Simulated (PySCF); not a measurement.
## Working out the excitation energy of O⁺

O⁺ [He] 2s2 2p3 (4S) → O⁺ [He] 2s1 2p4 (4P). Calculation: PySCF 2.14, in x2c-TZVPPall (5s3p2d1f, 31 functions); scalar relativity by spin-free X2C-1e. Frozen: nothing. Energies in hartree (1 hartree = 27.21139 eV):

```
            part  O⁺ (lower)  O⁺ (upper)
             UHF  -74.426619  -73.876674
CCSD correlation   -0.129563   -0.130743
             (T)   -0.001619   -0.001881
```

What does Hartree-Fock give?

(-73.876674) − (-74.426619) = 0.549945 hartree = 14.965 eV.

What do CCSD and CCSD(T) give?

The CCSD correlation energies differ by -0.001180 hartree = -0.032 eV and the triples by -0.000262 hartree = -0.007 eV, so CCSD gives 14.933 eV and CCSD(T) 14.926 eV.

Measured between the centres of the two terms (NIST): 14.870 eV, so CCSD(T) (valence and next inner shell) is off by 0.056 eV.

What remains against the reference includes basis incompleteness and higher excitations.
